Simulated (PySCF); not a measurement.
Compound: C4H10Se.
SMILES with atom numbers: `[CH3:1][CH2:2][C@@H:3]([CH3:4])[SeH:5]` (hydrogens: H6, H7, H8 on C1; H9, H10 on C2; H11 on C3; H12, H13, H14 on C4; H15 on Se5)

Computed with PySCF at wB97X-D/def2-SVPD, non-relativistic, on one gas-phase PBE0-D3(BJ)/def2-SVP geometry that isn't relaxed in the solvent. The solvent is an IEF-PCM continuum (van der Waals radii × 1.2), and excitations are vertical TDDFT with non-equilibrium linear response and a frozen core. Only the electrostatic response of the medium enters. Spin–orbit coupling is left out although an atom past zinc is present.

Gas-phase singlets (H = HOMO, L = LUMO):

```csv
state,E (eV),λ (nm),f,leading configurations
S1,4.901,253,0.001,H→L 85%
S2,5.677,218,0.036,H→L+1 92%
S3,6.890,180,0.018,"H→L+2 71%, H→L+3 21%"
S4,7.032,176,0.043,"H→L+3 60%, H→L+2 20%"
S5,7.295,170,0.087,"H→L+4 41%, H→L+6 25%"
```

Q: How does the list change in dichloromethane (ε = 8.93)?

A: 
| state | E (eV) | λ (nm) | f | leading configurations | change by rank (eV) |
| --- | --- | --- | --- | --- | --- |
| S1 | 5.044 | 246 | 0.001 | H→L 58%, H→L+1 29% | +0.143 |
| S2 | 5.779 | 215 | 0.065 | H→L+1 63%, H→L 31% | +0.102 |
| S3 | 7.000 | 177 | 0.041 | H→L+2 77%, H→L+3 16% | +0.110 |
| S4 | 7.095 | 175 | 0.071 | H→L+3 58%, H→L+2 17% | +0.063 |
| S5 | 7.317 | 169 | 0.161 | H→L+6 32%, H→L+4 23% | +0.022 |

Q: Give the list for acetonitrile (ε = 35.69), n² = 1.81.

A: 
| state | E (eV) | λ (nm) | f | leading configurations | change by rank (eV) |
| --- | --- | --- | --- | --- | --- |
| S1 | 5.075 | 244 | 0.000 | H→L 56%, H→L+1 32% | +0.174 |
| S2 | 5.806 | 214 | 0.066 | H→L+1 60%, H→L 34% | +0.129 |
| S3 | 7.022 | 177 | 0.041 | H→L+2 80%, H→L+3 14% | +0.132 |
| S4 | 7.113 | 174 | 0.065 | H→L+3 63%, H→L+2 14% | +0.081 |
| S5 | 7.338 | 169 | 0.161 | H→L+6 30%, H→L+4 24% | +0.043 |

Q: The ground-state energy changes by -0.125 eV from gas to acetonitrile. By how much does the total energy of gas-phase S2 change?

A: E(S2) = E(S0) + excitation energy, so it changes by -0.125 + 0.129 = +0.004 eV: it isn't lowered at all, while the ground state is. This is the vertical state, with the slow part of the continuum still set for S0.

Q: How do the frontier levels move from gas to acetonitrile?

A: 
```
orbital  gas (eV)  solvent (eV)  change (eV)
 LUMO+2      2.51          2.54        +0.03
 LUMO+1      1.82          1.89        +0.07
   LUMO      1.70          1.68        -0.02
   HOMO     -8.25         -8.39        -0.14
 HOMO-1    -10.31        -10.25        +0.06
 HOMO-2    -11.42        -11.22        +0.20
 HOMO-3    -11.65        -11.47        +0.18
```

The HOMO–LUMO gap goes from 9.95 to 10.08 eV.

The run took 32 s on one thread of an Arm Neoverse V2, no GPU, shared host. This is the whole response run at wB97X-D/def2-SVPD in acetonitrile, SCF included.

Shape of the structure used: `[CH3:1][CH2:2][C@@H:3]([CH3:4])[SeH:5]`: C1–C2–C3–C4 175°, H–Se5–C3–C2 -171°.

wB97X-D is run here without its empirical dispersion term; that term would change no orbital, density or response property at a fixed geometry.
